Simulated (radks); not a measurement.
Initial-state core-level shifts of neutral platinum when its valence configuration changes from [Xe] 4f14 5d9 6s1. Method: scalar-relativistic Kohn-Sham, PBE, spin-polarised, spherical densities, finite nucleus; open shells are filled with parallel spins first (spin-orbit coupling, left out, can overturn this in heavy ions); Fermi nuclear charge, rms radius 5.427 fm; computed with a radial shooting solver on a logarithmic mesh with Libxc functionals. Shifts are changes of the shell-averaged eigenvalues in eV (positive: less bound); the change of the density at the nucleus, which sets a Mossbauer isomer shift, is in e/bohr^3, on a base of 2.116e+06.

| valence | 2s | 3s | 3d | 4p | density at nucleus |
|---|---|---|---|---|---|
| 4f14 5d8 6s1 6p1 | -4.639 | -4.623 | -4.630 | -4.615 | +27.9 |
| 4f14 5d10 | +2.440 | +2.424 | +2.431 | +2.417 | -121.8 |
| 4f14 5d8.5 6s1.5 | -1.419 | -1.406 | -1.411 | -1.400 | +68.6 |
| 4f14 5d9 6p1 | -1.949 | -1.964 | -1.960 | -1.973 | -118.2 |
| 4f12 5d8.5 6s1.5 6p2 | -38.187 | -41.957 | -41.606 | -36.270 | +427.1 |
| 4f13 5d9 6s1 6p1 | -17.599 | -19.459 | -19.279 | -16.831 | +157.7 |
| 4f14 5d8 6s2 | -2.911 | -2.882 | -2.892 | -2.868 | +142.6 |
| 4f12 5d9 6s1 6p2 | -36.223 | -40.029 | -39.668 | -34.374 | +327.0 |
| 4f13 5d9 6s2 | -15.772 | -17.618 | -17.441 | -14.982 | +277.9 |
